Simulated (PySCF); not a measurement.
## Worked example: oscillator strength and radiative lifetime

aniline (C6H7N), SMILES Nc1ccccc1.

Coordinates come from a PBE-D3(BJ)/def2-SVP optimisation. One conformer was computed; it need not be the lowest.

TDDFT-LC-ωPBE/def2-SVPD (PySCF 2.14.0) puts the first singlet state with f over 0.02 at 4.95 eV (vertical), with the transition dipole (0.000, 0.000, -0.555) in atomic units.

Question: Find the oscillator strength, the wavelength and the radiative lifetime that this transition would have in vacuum if emission retraced absorption.

Answer: 
|μ|² = 0.3080 au, so |μ| = 1.41 D. ΔE = 4.95/27.211 = 0.1819 hartree. f = (2/3) ΔE |μ|² = 0.037 (the program prints 0.037).
λ = 1239.84/4.95 = 250 nm; ν = 39924 cm⁻¹.
Einstein's coefficient A = 0.6670 ν² f s⁻¹ (ν in cm⁻¹) = 4.0e7 s⁻¹, so τ = 1/A = 25 ns. This state is S1. The figure is the radiative limit of this one transition; relaxation, internal conversion, crossing to triplets and a medium change what is measured.
